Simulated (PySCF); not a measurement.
C$_{2}$H$_{7}$NSi (SMILES CN(C)[SiH]), singlet, geometry from GFN2-xTB; CASSCF(4,6)+NEVPT2/6-31G in PySCF.

Here is a job for PySCF.
```python
from pyscf import gto, scf, mcscf, mrpt
import numpy

mol = gto.Mole()
mol.atom = '''
    Si   -1.20060054    0.24598305    0.79632468
    H    -1.90415129    1.08316544   -0.22120245
    N     0.21521714   -0.05197327   -0.12587452
    C     1.28167443   -0.85077954    0.40953072
    C     0.50714991    0.41817331   -1.45443859
    H     1.46595937   -1.73090507   -0.21943047
    H     2.21484640   -0.27562277    0.46011572
    H     1.02368426   -1.18596328    1.41165900
    H     1.41722670    1.03109136   -1.45789010
    H     0.66789263   -0.42505966   -2.13784195
    H    -0.31651644    1.01898152   -1.83338634
'''
mol.basis = '6-31g'
mol.verbose = 4
mol.build()

mf = scf.RHF(mol)
mf.kernel()
mc = mcscf.CASSCF(mf, 6, 4)
mc.fix_spin_(ss=0.0)
mc.kernel()
occ = numpy.linalg.eigvalsh(mc.fcisolver.make_rdm1(mc.ci, mc.ncas, mc.nelecas))[::-1]
ss = mc.fcisolver.spin_square(mc.ci, mc.ncas, mc.nelecas)[0]
print('natural occupations', occ.round(4), ' <S^2>', round(ss, 4))
e2 = mrpt.NEVPT(mc).kernel()
print('E(NEVPT2) = %.10f' % (mc.e_tot + e2))
```

What the program printed (banner, timings and long lists left out):

```
PySCF version 2.14.0

[INPUT] verbose = 4
[INPUT] num. atoms = 11
[INPUT] num. electrons = 40
[INPUT] charge = 0
[INPUT] spin (= nelec alpha-beta = 2S) = 0
[INPUT] symmetry False subgroup None
[INPUT] Mole.unit = angstrom
[INPUT] Symbol           X                Y                Z      unit          X                Y                Z       unit  Magmom
[...]
nuclear repulsion = 162.201822646869
number of shells = 36
number of NR pGTOs = 140
number of NR cGTOs = 54
basis = 6-31g
ecp = {}

******** <class 'pyscf.scf.hf.RHF'> ********
method = RHF
initial guess = minao
damping factor = 0
level_shift factor = 0
DIIS = <class 'pyscf.scf.diis.CDIIS'>
diis_start_cycle = 1
diis_space = 8
diis_damp = 0
SCF conv_tol = 1e-09
SCF conv_tol_grad = None
SCF max_cycles = 50
direct_scf = True
direct_scf_tol = 1e-13
Set gradient conv threshold to 3.16228e-05
Initial guess from minao.
init E= -423.55402104987
[...]
cycle= 1 E= -423.018381798432  delta_E= 0.536  |g|= 0.27  |ddm|= 2.88
[...]
cycle= 2 E= -423.047519312733  delta_E= -0.0291  |g|= 0.105  |ddm|= 0.482
[...]
cycle= 3 E= -423.05051439908  delta_E= -0.003  |g|= 0.0386  |ddm|= 0.156
[...]
cycle= 4 E= -423.051128351508  delta_E= -0.000614  |g|= 0.0131  |ddm|= 0.0707
[...]
cycle= 5 E= -423.051182701581  delta_E= -5.44e-05  |g|= 0.0036  |ddm|= 0.0168
[...]
cycle= 6 E= -423.051199423207  delta_E= -1.67e-05  |g|= 0.00121  |ddm|= 0.015
[...]
cycle= 7 E= -423.051201276432  delta_E= -1.85e-06  |g|= 0.000237  |ddm|= 0.00502
[...]
cycle= 8 E= -423.051201333744  delta_E= -5.73e-08  |g|= 4.2e-05  |ddm|= 0.000866
[...]
cycle= 9 E= -423.051201335192  delta_E= -1.45e-09  |g|= 7.48e-06  |ddm|= 0.00016
[...]
cycle= 10 E= -423.051201335242  delta_E= -4.95e-11  |g|= 1.65e-06  |ddm|= 3.2e-05
[...]
Extra cycle  E= -423.051201335245  delta_E= -2.84e-12  |g|= 6.67e-07  |ddm|= 4.97e-06
converged SCF energy = -423.051201335245

******** <class 'pyscf.mcscf.mc1step.CASSCF'> ********
CAS (2e+2e, 6o), ncore = 18, nvir = 30
max_cycle_macro = 50
max_cycle_micro = 4
conv_tol = 1e-07
conv_tol_grad = None
orbital rotation max_stepsize = 0.02
orbital rotation threshold for CI restart = 0.01
augmented hessian ah_max_cycle = 30
augmented hessian ah_conv_tol = 1e-12
augmented hessian ah_linear dependence = 1e-14
augmented hessian ah_level shift = 1e-08
augmented hessian ah_start_tol = 2.5
augmented hessian ah_start_cycle = 3
augmented hessian ah_grad_trust_region = 3
kf_trust_region = 3
kf_interval = 4
ci_response_space = 4
ci_grad_trust_region = 3
with_dep4 0
natorb = False
canonicalization = True
sorting_mo_energy = False
ao2mo_level = 2
internal_rotation = False
******** <class 'pyscf.fci.addons.SpinPenaltyFCISolver'> ********
max. cycles = 50
conv_tol = 1e-08
davidson only = True
linear dependence = 1e-12
level shift = 0.001
max iter space = 12
nroots = 1
pspace_size = 400
spin = None
CASCI E = -423.060193063790  S^2 = 0.0000000
Set conv_tol_grad to 0.000316228
macro iter   1 ( 21 JK    4 micro), CASSCF E = -423.073695039537  dE = -1.35019757e-02  S^2 = 0.0000000
               |grad[o]|=0.0206  |grad[c]|=0.0333  |ddm|=0.103  |maxRot[o]|=0.273
macro iter   2 ( 21 JK    4 micro), CASSCF E = -423.085775891000  dE = -1.20808515e-02  S^2 = 0.0000000
               |grad[o]|=0.036  |grad[c]|=0.0346  |ddm|=0.0583  |maxRot[o]|=0.285
macro iter   3 ( 21 JK    4 micro), CASSCF E = -423.093180486110  dE = -7.40459511e-03  S^2 = 0.0000000
               |grad[o]|=0.0256  |grad[c]|=0.0231  |ddm|=0.0319  |maxRot[o]|=0.158
macro iter   4 ( 21 JK    4 micro), CASSCF E = -423.097005612466  dE = -3.82512636e-03  S^2 = 0.0000000
               |grad[o]|=0.0159  |grad[c]|=0.0117  |ddm|=0.0102  |maxRot[o]|=0.208
macro iter   5 ( 21 JK    4 micro), CASSCF E = -423.098278118279  dE = -1.27250581e-03  S^2 = 0.0000000
               |grad[o]|=0.00876  |grad[c]|=0.00476  |ddm|=0.00652  |maxRot[o]|=0.302
macro iter   6 ( 21 JK    4 micro), CASSCF E = -423.099108044458  dE = -8.29926179e-04  S^2 = 0.0000000
               |grad[o]|=0.005  |grad[c]|=0.00675  |ddm|=0.00547  |maxRot[o]|=0.272
macro iter   7 ( 21 JK    4 micro), CASSCF E = -423.099811097062  dE = -7.03052603e-04  S^2 = 0.0000000
               |grad[o]|=0.00337  |grad[c]|=0.00605  |ddm|=0.00372  |maxRot[o]|=0.286
macro iter   8 ( 12 JK    4 micro), CASSCF E = -423.099844215257  dE = -3.31181951e-05  S^2 = 0.0000000
               |grad[o]|=0.00254  |grad[c]|=0.00072  |ddm|=0.00616  |maxRot[o]|=0.0588
macro iter   9 ( 14 JK    4 micro), CASSCF E = -423.099844712259  dE = -4.97002475e-07  S^2 = 0.0000000
               |grad[o]|=0.000406  |grad[c]|=0.000127  |ddm|=0.0009  |maxRot[o]|=0.00519
macro iter  10 (  3 JK    1 micro), CASSCF E = -423.099844725125  dE = -1.28654278e-08  S^2 = 0.0000000
               |grad[o]|=5.61e-05  |grad[c]|=9.45e-05  |ddm|=7.61e-05  |maxRot[o]|=0.00102
1-step CASSCF converged in  10 macro (176 JK  37 micro) steps
CASSCF canonicalization
Density matrix diagonal elements [1.95818842e+00 1.97660324e+00 4.06815657e-02 1.50171308e-02
 1.40893716e-03 8.10070658e-03]
CASSCF energy = -423.099844725125
CASCI E = -423.099844725125  E(CI) = -5.29951784630879  S^2 = 0.0000000
natural occupations [1.9768e+00 1.9627e+00 3.6200e-02 2.1800e-02 1.4000e-03 1.2000e-03]  <S^2> 0.0

******** <class 'pyscf.mrpt.nevpt2.NEVPT'> ********
NEVPT2 (2e+2e, 6o), ncore = 18, nvir = 30
root = 0
Natural occ [1.97676068e+00 1.96267896e+00 3.61910310e-02 2.17777352e-02
 1.41922581e-03 1.17237106e-03]
Natural orbital (expansion on meta-Lowdin AOs) in CAS space
               #1        #2        #3        #4        #5
0 Si 1s          0.00016   0.00000  -0.00000   0.00018  -0.00003
0 Si 2s          0.00075   0.00000  -0.00000   0.00185   0.00075
0 Si 3s         -0.05992  -0.00002  -0.00005   0.33945   0.06534
0 Si 4s          0.05192   0.00002   0.00004  -0.04801   0.07507
0 Si 2px         0.00660  -0.00141  -0.00061  -0.00057   0.00031
0 Si 2py        -0.00151  -0.00274  -0.00118   0.00010  -0.00003
0 Si 2pz        -0.00404  -0.00128  -0.00055   0.00042  -0.00028
0 Si 3px        -0.40288   0.18007   0.31939   0.57276  -0.09473
0 Si 3py         0.06287   0.35021   0.62089  -0.11231   0.07043
0 Si 3pz         0.30899   0.16363   0.28998  -0.39047  -0.04571
0 Si 4px         0.05535  -0.00074   0.00583  -0.12731   0.07807
0 Si 4py        -0.02032  -0.00148   0.01121   0.03924  -0.05341
0 Si 4pz        -0.01747  -0.00069   0.00521   0.05628   0.02818
1 H 1s           0.09358   0.00003   0.00001  -0.08956  -0.14656
1 H 2s           0.01177   0.00000   0.00000  -0.03343  -0.00671
2 N 1s          -0.00449  -0.00000   0.00000   0.00044   0.00018
2 N 2s          -0.42542  -0.00012   0.00011  -0.30247   0.05765
2 N 3s          -0.02183  -0.00001   0.00003   0.15449   0.07794
2 N 2px          0.60246   0.37163  -0.18471   0.34481  -0.16215
2 N 2py         -0.14607   0.72170  -0.35888  -0.08269   0.29567
2 N 2pz         -0.35190   0.33689  -0.16757  -0.20307  -0.45464
2 N 3px          0.02746   0.03904   0.18429  -0.21199  -0.17780
2 N 3py         -0.00648   0.07585   0.35810   0.05251   0.20082
2 N 3pz         -0.01647   0.03542   0.16721   0.12152  -0.23555
3 C 1s           0.00007   0.00000   0.00000   0.00003  -0.00054
3 C 2s           0.04435   0.00002  -0.00002  -0.04171   0.24161
3 C 3s          -0.00017  -0.00000  -0.00000  -0.00239   0.04989
3 C 2px         -0.05407   0.01805   0.05456  -0.01583  -0.27669
3 C 2py          0.04483   0.03516   0.10594  -0.01409   0.20205
3 C 2pz         -0.03647   0.01639   0.04950   0.04770  -0.12793
3 C 3px         -0.00975   0.00122   0.03113   0.00976  -0.00735
3 C 3py         -0.00124   0.00238   0.06051  -0.01565   0.01398
3 C 3pz          0.01340   0.00112   0.02826   0.02277  -0.02193
4 C 1s           0.00013   0.00000   0.00000   0.00002   0.00066
4 C 2s           0.04922   0.00002  -0.00003  -0.03539  -0.29327
4 C 3s           0.00109  -0.00000   0.00000  -0.00409  -0.04316
4 C 2px         -0.00922   0.01757   0.05404  -0.04805   0.07173
4 C 2py         -0.02883   0.03415   0.10503   0.02643   0.15245
4 C 2pz          0.07186   0.01600   0.04899  -0.00356  -0.40570
4 C 3px         -0.01507   0.00100   0.03105  -0.01021  -0.02879
4 C 3py          0.00766   0.00195   0.06035   0.01517   0.01271
4 C 3pz          0.00021   0.00091   0.02819  -0.02120   0.00437
5 H 1s          -0.03577   0.09186   0.02879  -0.00180  -0.02785
5 H 2s          -0.00455   0.01056   0.00908   0.00194   0.00148
6 H 1s          -0.03571  -0.09189  -0.02877  -0.00182  -0.02777
6 H 2s          -0.00454  -0.01056  -0.00907   0.00195   0.00144
7 H 1s           0.05680   0.00002   0.00000  -0.04426   0.02417
7 H 2s           0.00997   0.00000   0.00000  -0.02342  -0.01299
8 H 1s          -0.03741  -0.09018  -0.02526  -0.00282   0.04827
8 H 2s          -0.00541  -0.01018  -0.00822   0.00219   0.00419
9 H 1s          -0.03746   0.09015   0.02528  -0.00279   0.04819
9 H 2s          -0.00542   0.01018   0.00823   0.00218   0.00422
10 H 1s          0.04956   0.00002   0.00000  -0.03608  -0.01777
10 H 2s          0.00523   0.00000   0.00000  -0.01508   0.03247
               #6
0 Si 1s         -0.00021
0 Si 2s          0.00075
0 Si 3s         -0.00704
0 Si 4s          0.20064
0 Si 2px         0.00103
0 Si 2py        -0.00018
0 Si 2pz        -0.00077
0 Si 3px        -0.07547
0 Si 3py         0.01984
0 Si 3pz         0.04358
0 Si 4px         0.19291
0 Si 4py        -0.02907
0 Si 4pz        -0.15111
1 H 1s           0.03971
1 H 2s          -0.00947
2 N 1s           0.00035
2 N 2s           0.45879
2 N 3s           0.31575
2 N 2px          0.29500
2 N 2py         -0.11186
2 N 2pz         -0.08611
2 N 3px         -0.11124
2 N 3py         -0.00481
2 N 3pz          0.12721
3 C 1s           0.00067
3 C 2s          -0.27837
3 C 3s          -0.02383
3 C 2px          0.28242
3 C 2py         -0.25381
3 C 2pz          0.23165
3 C 3px         -0.04327
3 C 3py          0.00612
3 C 3pz          0.03420
4 C 1s           0.00046
4 C 2s          -0.20032
4 C 3s          -0.00746
4 C 2px         -0.00026
4 C 2py          0.13686
4 C 2pz         -0.29359
4 C 3px         -0.04518
4 C 3py          0.01064
4 C 3pz          0.02641
5 H 1s           0.06148
5 H 2s           0.02943
6 H 1s           0.06181
6 H 2s           0.02926
7 H 1s          -0.01326
7 H 2s          -0.00356
8 H 1s           0.05181
8 H 2s           0.02737
9 H 1s           0.05140
9 H 2s           0.02752
10 H 1s         -0.00563
10 H 2s         -0.00998
<CAS-nat-orb|mo-hf>  19     11      -0.47356022
<CAS-nat-orb|mo-hf>  19     18       0.67549848
<CAS-nat-orb|mo-hf>  20     13       0.40167451
<CAS-nat-orb|mo-hf>  20     19       0.91434980
<CAS-nat-orb|mo-hf>  21     21       0.76749948
<CAS-nat-orb|mo-hf>  21     42       0.45862254
<CAS-nat-orb|mo-hf>  22     22       0.43707182
<CAS-nat-orb|mo-hf>  22     35       0.60788830
<CAS-nat-orb|mo-hf>  23     32      -0.53372862
<CAS-nat-orb|mo-hf>  23     38       0.51519990
<CAS-nat-orb|mo-hf>  24     31       0.62631919
<CAS-nat-orb|mo-hf>  24     40      -0.40404527
Sr    (-1)',   E = -0.00215875320872
Si    (+1)',   E = -0.01383454753007
Sijrs (0)  ,   E = -0.17514405020663
Sijr  (+1) ,   E = -0.04122809563799
Srsi  (-1) ,   E = -0.01193748948030
Srs   (-2) ,   E = -0.00164813231728
Sij   (+2) ,   E = -0.01310565252139
Sir   (0)' ,   E = -0.03540648229741
Nevpt2 Energy = -0.294463203199790
E(NEVPT2) = -423.3943079283
```
